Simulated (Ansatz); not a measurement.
Start from `F[BH][SnH2][SiH3]` and change one atom or group to get `[BH2][SnH2][BH]F`.

Ansatz, PBE0-D4/def2-TZVP geometries, multiplicity 1. Each molecule was computed in one conformer, which needn't be the lowest.

Elements past krypton have def2 core potentials.

| property | `F[BH][SnH2][SiH3]` |
| --- | --- |
| LUMO energy (PBE0/def2-TZVPP) / eV | -1.86 |
| HOMO energy (B3LYP/def2-TZVPP) / eV | -7.35 |
| size of the dipole moment (PBE/def2-TZVPP) / D | 0.49 |
| HOMO energy (ωB97M-V/def2-TZVPP) / eV | -9.55 |
| HOMO energy (PBE/def2-TZVPP) / eV | -6.43 |
| HOMO–LUMO gap (ωB97M-V/def2-TZVPP) / eV | 9.58 |

(1) What does the change do to each property? (An estimate is asked.)

## Answers

(1) Ansatz gave: 
```csv
property,`[BH2][SnH2][BH]F`,shift
LUMO energy (PBE0/def2-TZVPP) / eV,-2.61,-0.75
HOMO energy (B3LYP/def2-TZVPP) / eV,-7.29,0.06
size of the dipole moment (PBE/def2-TZVPP) / D,0.64,0.15
HOMO energy (ωB97M-V/def2-TZVPP) / eV,-9.53,0.02
HOMO energy (PBE/def2-TZVPP) / eV,-6.38,0.05
HOMO–LUMO gap (ωB97M-V/def2-TZVPP) / eV,8.82,-0.76
```

With PBE0 the HOMO rises by 0.07 eV and the LUMO falls by 0.75 eV, so the gap narrows by about 0.82 eV. PBE moves the HOMO by 0.05 eV and ωB97M-V by 0.02 eV. The zero-point energy changes by -13.2 kJ/mol with -3 modes. Dipoles are sizes alone; their direction can turn.

B3LYP here is the variant with VWN-RPA as its local correlation; programs differ in this.
